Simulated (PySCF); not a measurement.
Job file and geometry (Å, from GFN2-xTB) of an NMR shielding run on `[SiH2](CC)CB(F)F`, C₃H₉BF₂Si, GIAO PBE0/pcSseg-1 NMR shielding, non-relativistic, gas phase in PySCF; density fitting, a coarse starting grid and PySCF grid level 2 are the driver's defaults:

```
$ OMP_NUM_THREADS=1 python probes_run.py task.json out

{"job": {"kind": "nmr", "xc": "PBE0", "basis": "pcSseg-1"}, "charge": 0, "multiplicity": 1}
C     -1.722793     0.394396    -0.949363
C     -1.097913    -0.892472    -0.412616
Si    -0.045287    -0.642401     1.153931
C      1.292126     0.714248     0.874123
B      2.134150     0.408974    -0.387895
F      1.809893     0.832926    -1.600489
F      3.212189    -0.359058    -0.376789
H     -2.346614     0.866541    -0.193475
H     -0.950136     1.097776    -1.249371
H     -2.343823     0.184634    -1.818529
H     -0.483105    -1.336472    -1.198846
H     -1.891876    -1.610801    -0.200635
H      0.608890    -1.902977     1.522210
H     -0.871570    -0.155515     2.268168
H      0.778327     1.668917     0.790185
H      1.909945     0.740228     1.767981
```

Task: Write the output of this run.

Result: 
```
coarse grid: 13720 points
cycle   1  E = -633.2337214549  dE =  4.701e-01  |g| = 7.067e-01  |ddm| = 3.396e+00
cycle   2  E = -633.1853193236  dE =  4.840e-02  |g| = 9.205e-01  |ddm| = 9.430e-01
cycle   3  E = -633.3266176198  dE = -1.413e-01  |g| = 6.006e-02  |ddm| = 5.286e-01
cycle   4  E = -633.3271870803  dE = -5.695e-04  |g| = 2.745e-02  |ddm| = 5.469e-02
cycle   5  E = -633.3273529964  dE = -1.659e-04  |g| = 3.831e-03  |ddm| = 2.256e-02
cycle   6  E = -633.3273566814  dE = -3.685e-06  |g| = 6.993e-04  |ddm| = 4.732e-03
final grid: 128320 points
cycle   7  E = -633.3754215663  dE = -5.316e-05  |g| = 7.925e-03  |ddm| = 2.016e-02
cycle   8  E = -633.3754153286  dE =  6.238e-06  |g| = 9.271e-03  |ddm| = 1.320e-02
cycle   9  E = -633.3754369709  dE = -2.164e-05  |g| = 4.121e-04  |ddm| = 7.374e-03
cycle  10  E = -633.3754370005  dE = -2.960e-08  |g| = 1.746e-04  |ddm| = 4.731e-04
cycle  11  E = -633.3754370063  dE = -5.746e-09  |g| = 4.693e-05  |ddm| = 1.366e-04
cycle  12  E = -633.3754370067  dE = -4.197e-10  |g| = 7.819e-06  |ddm| = 4.183e-05
converged SCF energy = -633.3754370067

GIAO shielding tensors (ppm)
atom      isotropic    diamagn.    paramagn.     s11        s22        s33       span
  0 C      176.437     248.535     -72.099    169.110    172.787    187.414     18.304
  1 C      179.835     253.777     -73.942    173.553    181.714    184.237     10.684
  2 Si     386.646     881.545    -494.898    347.011    386.373    426.555     79.544
  3 C      190.722     260.846     -70.124    179.240    187.037    205.889     26.649
  4 B       70.959     193.708    -122.749     37.406     80.702     94.768     57.362
  5 F      244.800     470.548    -225.748     69.585    302.155    362.661    293.076
  6 F      240.457     466.227    -225.769     68.057    294.054    359.261    291.204
  7 H       30.868      30.758       0.110     26.560     28.721     37.322     10.763
  8 H       30.480      32.454      -1.974     25.104     30.744     35.593     10.489
  9 H       30.253      29.205       1.048     25.210     27.439     38.110     12.900
 10 H       30.931      33.040      -2.109     27.651     28.551     36.590      8.939
 11 H       30.881      30.857       0.023     25.586     28.772     38.284     12.697
 12 H       27.330      30.058      -2.728     23.634     25.583     32.774      9.139
 13 H       27.394      30.073      -2.679     23.758     25.570     32.854      9.095
 14 H       31.156      33.587      -2.431     27.519     28.808     37.140      9.622
 15 H       31.335      30.060       1.274     26.753     28.244     39.007     12.253
```

Size and cost of the density-fitted run: 171 basis functions, 32 s wall time on 1 thread of an Arm Neoverse V1, shared host; peak memory 0.77 GiB.
